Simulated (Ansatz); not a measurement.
Reaction (ligand exchange at the Hf–Cl bond): `[F][Hf]([F])([F])[Cl]` + NH₃ → `[NH2][Hf]([F])([F])[F]` + HCl

Calculated with Ansatz (gas phase, PBE0-D4/def2-TZVP geometries, no zero-point term in ΔE). CCSD(T)/CBS is the MP2 limit (def2-TZVPP, def2-QZVPP) plus CCSD(T) − MP2 in def2-TZVPP, frozen cores. This one scheme is used for every species. Functionals use def2-TZVPP. B3LYP here is the variant with VWN-RPA as its local correlation; programs differ in this. HSE06 is defined as in plane-wave codes. Elements past krypton have def2 core potentials. For Hf outer-core shells are correlated without core-valence functions, which leaves a few kJ/mol of doubt a bond. Each species was taken in one conformer, which may not be the lowest.

```
         level  ΔE (kJ/mol)  difference from CCSD(T)/CBS
        PBE-D4         93.6                         -0.4
     revPBE-D4         93.4                         -0.6
     r2SCAN-D4         99.0                          5.0
    r2SCAN0-D4         99.2                          5.2
  CAM-B3LYP-D4         91.6                         -2.4
        B2PLYP         95.0                          1.0
        revPBE         95.6                          1.6
         B3LYP         94.1                          0.1
       r2SCANh         99.2                          5.2
       r2SCAN0         99.4                          5.4
         HSE06         96.6                          2.6
     CAM-B3LYP         91.8                         -2.2
 HF/def2-TZVPP        103.3                          9.3
MP2/def2-TZVPP         94.2                          0.2
 HF/def2-QZVPP        104.2                         10.2
 MP2/CBS(def2)         96.3                          2.3
   CCSD(T)/CBS         94.0                            0
```

Largest T1 diagnostic among the species: 0.016.

Leaving LDA and LC-ωPBE aside and taking each functional with its dispersion term where it has one, the values, not all of them listed here, spread over 12.8 kJ/mol, from BLYP-D4 to B97M-V. LDA lies −5.9 kJ/mol from PBE without D4. From BLYP to BHLYP (50 % exact exchange), in def2-TZVPP and without D4, ΔE moves by +4.8 kJ/mol. In def2-TZVPP, CCSD(T) changes the Hartree–Fock value by −11.4 kJ/mol (the triples alone add +0.7 kJ/mol) and MP2 by −9.1 kJ/mol.
